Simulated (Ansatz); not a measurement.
Sn₁₀O₄H₁₆⁺, relaxed as a doublet with UKS PBE-D4/def2-SVP in Ansatz, starting from the PBE-D4/def2-SVP geometry of the neutral singlet. Force threshold 0.03 eV/Å.

In the def2 sets Sn takes a core potential; there is no spin–orbit coupling. The relaxation made no stability test and no search for a lower SCF solution.

Start:

```csv
atom,x (Å),y (Å),z (Å)
Sn1,-1.379,-2.257,1.461
Sn2,-0.444,2.465,1.024
Sn3,-1.185,-0.190,-2.582
Sn4,3.504,-0.295,-0.038
Sn5,-2.545,-2.194,-1.112
Sn6,-1.912,2.297,-1.404
Sn7,-0.972,0.244,2.719
Sn8,1.319,-3.097,1.574
Sn9,2.357,2.303,0.652
Sn10,1.482,-1.042,-1.987
O11,-0.944,4.123,2.107
O12,-1.990,-0.490,-4.438
O13,2.944,0.516,-2.323
O14,2.423,-1.321,1.822
H15,-2.152,-3.375,2.557
H16,-1.878,4.068,2.393
H17,-1.475,0.015,-5.098
H18,2.584,1.424,-2.385
H19,-4.235,-1.911,-0.824
H20,-2.390,-3.794,-1.769
H21,-3.635,2.482,-1.235
H22,-1.383,3.587,-2.447
H23,-2.165,0.467,3.965
H24,0.532,-0.023,3.602
H25,1.972,-0.735,2.471
H26,1.774,-3.967,3.013
H27,2.991,3.107,2.064
H28,2.685,3.408,-0.668
H29,2.208,-3.742,0.234
H30,1.908,-2.073,-3.347
```

**Question.** Estimate the energy that the relaxation releases and the steps that it takes.

**Answer.** 17.2 kcal/mol, in 48 steps; 4 min on 2 threads of AMD EPYC 7R13 on a shared host and a share (18 GiB) of an NVIDIA H100 80GB HBM3. No frequencies were taken in this run, so the end may be a saddle point.

**Question.** Does the start keep its bonding?

**Answer.** By distances, no bond broke or formed, bridged metal pairs apart. The bond that changes most is Sn4–O13, from 2.49 to 2.21 Å (atoms count from 1). A close non-bonded pair moves further: H18–H22, from 4.52 to 1.81 Å. Metal–metal contacts that move far: Sn4–Sn10 2.91 to 4.07 Å.

**Question.** Predict the relaxed structure.

**Answer.** 
Cartesian coordinates in Å:
```
Sn -1.486 -2.314 1.756
Sn -0.144 2.231 1.210
Sn -1.362 -0.806 -2.460
Sn 3.642 0.022 0.029
Sn -2.730 -2.600 -0.758
Sn -0.845 1.884 -1.551
Sn -1.278 0.261 2.910
Sn 1.243 -2.834 1.229
Sn 2.685 2.616 1.085
Sn 1.484 -1.331 -3.149
O -0.987 4.028 1.628
O -2.587 -0.862 -4.070
O 2.111 0.084 -1.558
O 2.060 -0.855 1.436
H -1.930 -3.520 2.922
H -1.887 3.955 2.005
H -2.359 -0.184 -4.739
H 1.841 0.995 -1.830
H -4.403 -2.192 -0.639
H -2.526 -4.233 -1.284
H -2.007 2.952 -2.275
H 0.663 2.244 -2.400
H -2.836 0.721 3.508
H -0.212 0.044 4.267
H 2.161 -0.578 2.369
H 2.300 -3.731 2.271
H 3.139 2.963 2.727
H 2.832 4.091 0.184
H 1.775 -2.987 -0.422
H 1.643 -0.062 -4.399
```
Bond lengths (bridged metal pairs left out): 10 × Sn–Sn 2.82 to 2.97 Å; 6 × O–Sn 2.02 to 2.29 Å; 12 × H–Sn 1.73 to 1.79 Å; 4 × H–O 0.98 to 0.99 Å.
